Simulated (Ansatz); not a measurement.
`C[B](Cl)[GeH3]` + `CC(O)=S` → `CC(=S)[O][GeH3]` + `CBCl` at 500 K and 1 bar (cleavage of the Ge–B bond).

Calculated with Ansatz (gas phase, PBE0-D4/def2-TZVP geometries, no zero-point term in ΔE). CCSD(T)/CBS is the MP2 limit (def2-TZVPP, def2-QZVPP) plus CCSD(T) − MP2 in def2-TZVPP, frozen cores. For Ge outer-core shells are correlated without core-valence functions, which leaves a few kJ/mol of doubt a bond. Scalar relativity is left out up to krypton. Each species was taken in one conformer, which may not be the lowest.

| species | CCSD(T)/CBS energy (Eh) | H − E (kJ/mol) | S (J/(mol·K)) |
| --- | --- | --- | --- |
| `C[B](Cl)[GeH3]` | -2602.38061 | 215.8 | 435.6 |
| `CC(O)=S` | -551.45551 | 189.3 | 339.6 |
| `CC(=S)[O][GeH3]` | -2628.76657 | 239.0 | 432.1 |
| `CBCl` | -525.07110 | 160.2 | 325.9 |

H − E and S are ideal-gas, rigid-rotor, harmonic terms from PBE0-D4/def2-TZVP, for one conformer and one mirror image of each species. 1 Eh = 2625.50 kJ/mol, R = 8.31446 J/(mol·K).

By hand: ΔE, ΔH, ΔS and ΔG.

ΔE = (-2628.76657) + (-525.07110) − (-2602.38061) − (-551.45551) = -0.00155 Eh = -4.1 kJ/mol. Δ(H − E) = 239.0 + 160.2 − 215.8 − 189.3 = -5.9, so ΔH = -10.0 kJ/mol. ΔS = 432.1 + 325.9 − 435.6 − 339.6 = -17.2 J/(mol·K). ΔG = -10.0 − 500 × (-17.2)/1000 = -1.4 kJ/mol.

By hand: the equilibrium constant, and the temperature at which ΔG would vanish if ΔH and ΔS stayed fixed.

log₁₀ K = −ΔG/(RT ln 10) = 0.1. ΔG = 0 at ΔH/ΔS = 581 K, though so small a ΔS makes that figure unsure.

TΔS isn't small against ΔH here. The sign of ΔG lies within the doubt. A doubt of 5 kJ/mol in ΔE shifts log₁₀ K by 0.5 here. Other conformers and mirror images would add mixing entropy, several J/(mol·K) or more a flexible species. Modes under 60 cm⁻¹, often nearly free rotors, make the harmonic entropy too high. These are equilibria of isolated gas molecules and say nothing of rates. Largest T1 diagnostic: 0.017 (customary marks: 0.02 for closed shells, 0.045 for open ones).
